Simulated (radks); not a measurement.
The numbers below are computed, except where a source is named.
Spherical jellium clusters: N electrons in a uniform positive sphere of charge N and radius rs N^(1/3), rs = 5.85 bohr. Level of theory: non-relativistic Kohn-Sham, PBEsol, spin-polarised, spherical densities (a radial shooting solver with Libxc functionals). Levels are named by radial order and angular momentum (1s, 1p, 1d, 2s, ...), and open shells are averaged over m.

N = 6, configuration 1s2 1p(up 3, down 1). This is the lowest configuration that the search found. Occupied levels:

| level | occupation | eigenvalue (eV) | <r> (bohr) |
|---|---|---|---|
| 1s up | 1 | -3.0242 | 7.271 |
| 1s down | 1 | -2.7819 | 6.975 |
| 1p up | 3 | -2.3584 | 8.491 |
| 1p down | 1 | -2.0577 | 8.448 |

Energy (eV): total -9.76898, kinetic 5.6201, external -109.87, Hartree 54.808, exchange-correlation -15.622, background 55.292.
